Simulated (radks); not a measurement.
Values are calculated unless marked as measured or tabulated.
Question: Excited configurations of Xe: one electron is placed in a higher orbital outside [Kr] 4d10 5s2 5p5. The ground configuration is [Xe]. Code: a radial shooting solver on a logarithmic mesh with Libxc functionals. Model: non-relativistic Kohn-Sham, PBE, spin-unpolarised, spherical densities, point nucleus; relativity is left out, which matters for an element this heavy. Excitation = E - E(ground); binding = E(ion) - E, where the ion is the core of charge +1; n* = 1/sqrt(2 binding) in atomic units, and the quantum defect is n - n*.

| outer orbital | excitation (eV) | binding (eV) | n* | quantum defect | eigenvalue (eV) | <r> (bohr) |
|---|---|---|---|---|---|---|
| 4f | 11.654 | 0.913 | 3.860 | 0.140 | -0.433 | 17.24 |
| 5d | 10.323 | 2.244 | 2.462 | 2.538 | -0.575 | 6.558 |
| 5f | 11.934 | 0.633 | 4.635 | 0.365 | -0.366 | 29.05 |
| 6p | 10.139 | 2.428 | 2.367 | 3.633 | -1.273 | 8.007 |
| 6d | 11.265 | 1.302 | 3.232 | 2.768 | -0.687 | 13.80 |
| 7s | 10.866 | 1.701 | 2.828 | 4.172 | -1.032 | 12.85 |

Estimate the row for 6f.

Answer: excitation (eV) 12.108; binding (eV) 0.459; n* 5.444; quantum defect 0.556; eigenvalue (eV) -0.287; <r> (bohr) 43.45. The Delta-SCF ionisation energy is 12.567 eV (NIST Atomic Spectra Database: 12.130 eV, measured). Self-interaction in the functional shifts the binding energies and quantum defects, so they are the method's values and not measured ones. Relativity is left out here, which matters for elements this heavy. Spin polarisation and multiplet splitting are left out, so open shells lie too high by an amount that depends on their filling.

Beside tabulated values, note that spin-unpolarised runs miss the spin-polarisation part of the exchange energy of open shells.
